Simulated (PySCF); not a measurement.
# `Cc1ccpcc1`: 4 charge schemes on one density

C₆H₇P.
Z-matrix (Å and degrees, GFN2-xTB geometry), rows numbered from 1:
```
C 
C   1  1.4993
C   2  1.3895  1  120.31
C   3  1.3788  2  124.21  1  -179.71
P   4  1.7331  3  125.66  2    -0.08
C   5  1.7349  4   99.40  3     0.20
C   6  1.3766  5  125.55  4    -0.14
H   1  1.0890  2  110.49  3  -130.65
H   1  1.0904  2  110.17  3   110.46
H   1  1.0870  2  111.23  3    -9.78
H   3  1.0838  2  117.87  1     0.34
H   4  1.0836  3  118.04  2  -179.96
H   6  1.0834  5  116.37  4   179.96
H   7  1.0839  2  117.56  1    -0.25
```

Density: PBE0/pcSseg-1 (PySCF); schemes: Mulliken, IAO, Hirshfeld and ESP-fitted. Isolated species at its GFN2-xTB geometry, gas phase.

Task: For which atoms does the sign change between the 4 schemes (beyond +0.03 e in one, beyond −0.03 e in another)?

Result: C2, C4, P5 and C6.

Task: Do the Mulliken, IAO, Hirshfeld and ESP-fitted schemes agree on where the charge is highest?

Result: The schemes don't all agree: Mulliken P5 (+0.452); IAO P5 (+0.353); Hirshfeld P5 (+0.073); ESP-fitted C2 (+0.720).

Task: Which atoms carry the lowest charge in the Mulliken, IAO, Hirshfeld and ESP-fitted schemes?

Result: The schemes don't all agree: Mulliken C2 (-0.394); IAO C1 (-0.426); Hirshfeld C1 (-0.114); ESP-fitted C7 (-0.648).

Task: Give the atomic charges in each scheme.

Result: In e:

```csv
atom,environment,Mulliken,IAO,Hirshfeld,ESP-fitted
C1,benzylic-type carbon,-0.136,-0.426,-0.114,-0.642
C2,substituted aromatic carbon,-0.394,+0.025,+0.017,+0.720
C3,aromatic CH carbon,+0.026,-0.143,-0.048,-0.645
C4,aromatic CH carbon,-0.386,-0.373,-0.107,+0.160
P5,phosphorus bonded to 2 C,+0.452,+0.353,+0.073,-0.260
C6,aromatic CH carbon,-0.388,-0.372,-0.107,+0.171
C7,aromatic CH carbon,+0.011,-0.142,-0.046,-0.648
H8,methyl hydrogen,+0.132,+0.154,+0.049,+0.165
H9,methyl hydrogen,+0.139,+0.157,+0.049,+0.167
H10,methyl hydrogen,+0.115,+0.147,+0.048,+0.164
H11,aromatic hydrogen,+0.085,+0.147,+0.048,+0.220
H12,aromatic hydrogen,+0.132,+0.163,+0.044,+0.104
H13,aromatic hydrogen,+0.133,+0.163,+0.044,+0.098
H14,aromatic hydrogen,+0.079,+0.147,+0.049,+0.226
```

Mean size of the charges over all atoms: ESP-fitted 0.314 e, IAO 0.208 e, Mulliken 0.186 e, Hirshfeld 0.060 e. Each set sums to the total charge, 0, to within 0.001 e. The ESP scheme fits charges at the nuclei, held to the total charge, to the electrostatic potential on points at 1.4 to 2.0 times the van der Waals radii.

Task: How closely do the schemes follow one another over all atoms?

Result: Correlation coefficient and root-mean-square difference: IAO with Hirshfeld 0.99, 0.172 e; Mulliken with IAO 0.79, 0.155 e; Mulliken with Hirshfeld 0.74, 0.192 e; Hirshfeld with ESP-fitted 0.41, 0.364 e; IAO with ESP-fitted 0.34, 0.379 e; Mulliken with ESP-fitted -0.27, 0.503 e.

Task: How many electrons does the Hirshfeld scheme count on C6?

Result: Z − q = 6 − (-0.107) = 6.107.
